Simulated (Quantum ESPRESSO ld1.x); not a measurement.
Coherent X-ray form factor from a spherical all-electron density. All-electron calculation, non-relativistic Kohn-Sham, PW91, spin-unpolarised, spherical densities, point nucleus. Program: ld1.x of Quantum ESPRESSO 7.5.

| sin(theta)/lambda (1/angstrom) | f0 (electrons) |
|---|---|
| 0.05 | 61.930 |
| 0.1 | 59.276 |
| 0.15 | 55.949 |
| 0.2 | 52.452 |
| 0.25 | 48.997 |
| 0.3 | 45.718 |
| 0.4 | 39.965 |
| 0.5 | 35.261 |
| 0.6 | 31.315 |
| 0.8 | 25.015 |
| 1 | 20.588 |
| 1.25 | 17.129 |
| 1.5 | 14.869 |
| 2 | 11.201 |

The species is in the configuration that NIST lists as its ground one. Which atom or ion scatters so?

Answer. The gadolinium ion Gd+, [Xe] 4f7 5d1 6s1. Extrapolating in s^2 from the first two rows gives f0(0) = 62.8, near the electron count 63; among species with that count, the fall with angle is slower the higher Z, and the table is that of Z = 64; from so few rows the species is fixed only to a neighbour or two.
